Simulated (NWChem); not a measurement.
System: C$_{2}$H$_{6}$FSb; SMILES [CH3][Sb]([CH3])[F]

NWChem input:

```
start job
memory heap 200 mb stack 900 mb global 1100 mb
geometry units angstroms noautosym nocenter noautoz
  Sb    -0.032926    -0.000069     0.377066
  F     -1.754653    -0.004730    -0.543529
  C      0.782633     1.578030    -0.851271
  H      0.400292     1.451959    -1.874516
  H      1.881795     1.518556    -0.858808
  H      0.479052     2.561670    -0.466752
  C      0.791043    -1.573968    -0.851044
  H      1.889874    -1.508651    -0.858561
  H      0.408064    -1.450069    -1.874317
  H      0.492688    -2.559157    -0.466402
end
basis spherical
  * library sto-3g
end
dft
  xc b3lyp
  iterations 150
end
property
  response 1 0.0773
end
task dft property
```

STO-3G and 3-21G are far too small for this property and stand as cheap habits. Geometry: optimised at PBE0/def2-SVP (def2 core potentials past Kr). No frequency run checked for a minimum.

Field at 589 nm.

**Question.** What results follow from this input? (B3LYP/STO-3G, non-relativistic.) Quantities: isotropic polarisability (bohr³); anisotropy (bohr³).

**Answer.** 
```
Property                          Result
--------------------------------  ------
isotropic polarisability (bohr³)    31.1
anisotropy (bohr³)                  12.7
```
